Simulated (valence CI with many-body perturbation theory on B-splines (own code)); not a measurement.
Values are calculated unless marked as measured or tabulated.
From CI to CI+MBPT in Sn17+

Method: configuration interaction combined with many-body perturbation theory (CI+MBPT): five valence electrons over a frozen Dirac-Fock core [Ar] 3d10, radial functions for each j: 9 s, 9 p, 8 d, 6 f, 3 g, 1 h, with the one-electron correlation potential Σ1 (screened to all orders), the two-electron term Σ2, the three-electron term Σ3, Breit, model QED; selected single and double excitations, second order for the rest (own B-spline code, finite nucleus).

No measured levels were compared; by estimate levels hold to about 250 cm⁻¹ or 0.2 % of their energy and the worst to 1 %, as in measured heavy ions of charge 2 to 7; those with d or f electrons hold less well. Among the levels kept, up to 300 cm⁻¹ of a level comes from second order outside the variational space, and about a tenth of that is noise between levels of different J, which matters for small intervals.

Each rung adds one term. CI alone is the Dirac-Coulomb CI over the frozen core; QED comes last and gives the full result, which names the levels. Energies are above 4s2 4p3 4S°_3/2 on the same rung, in cm⁻¹.

Names give the largest LS component (configuration and term), which can be under half, so a name can repeat, a term be missing and a line seem to break the LS rules; names also repeat where a configuration has a term twice. Letters in brackets count levels of one name in rising energy.

| Level | CI alone |
| --- | --- |
| 4s2 4p3 2D°_3/2 | 65717 |
| 4s2 4p3 2D°_5/2 | 86439 |
| 4s2 4p3 2P°_1/2 | 115817 |
| 4s2 4p3 2P°_3/2 | 179570 |
| 4s 4p4 4P_5/2 | 397899 |
| 4s 4p4 4P_3/2 | 442667 |
| 4s 4p4 4P_1/2 | 448333 |
| 4s 4p4 2D_3/2 | 497011 |
| 4s 4p4 2D_5/2 | 518127 |
| 4s 4p4 2P_1/2 | 559886 |
| 4s 4p4 2P_3/2 | 567493 |
| 4s2 4p2 4d 4F_3/2 | 585427 |
| 4s2 4p2 4d 4F_5/2 | 605138 |
| 4s2 4p2 4d 4D_1/2 [a] | 634548 |
| 4s2 4p2 4d 2F_5/2 | 636586 |
| 4s2 4p2 4d 4F_7/2 | 647312 |

(1) What do these energies become with core correlation, Breit and QED?

(2) How does the ionisation energy move along the ladder, and which term matters most?

## Answers

(1) 4s2 4p3 2D°_3/2 65852 (+135); 4s2 4p3 2D°_5/2 86194 (-245); 4s2 4p3 2P°_1/2 115020 (-797); 4s2 4p3 2P°_3/2 179231 (-339); 4s 4p4 4P_5/2 399151 (+1252); 4s 4p4 4P_3/2 443523 (+856); 4s 4p4 4P_1/2 448894 (+561); 4s 4p4 2D_3/2 496769 (-242); 4s 4p4 2D_5/2 517917 (-210); 4s 4p4 2P_1/2 557077 (-2809); 4s 4p4 2P_3/2 565292 (-2201); 4s2 4p2 4d 4F_3/2 583527 (-1901); 4s2 4p2 4d 4F_5/2 603807 (-1331); 4s2 4p2 4d 4D_1/2 [a] 633572 (-976); 4s2 4p2 4d 2F_5/2 636181 (-405); 4s2 4p2 4d 4F_7/2 646766 (-546).

(2) CI alone 467.21, + Σ1 468.38, + Σ2 468.36, + Σ3 468.18, + Breit 467.99, + QED 467.99 eV. The largest step is Σ1, 1.16 eV. NIST lists 466 ± 3 eV (theoretical).
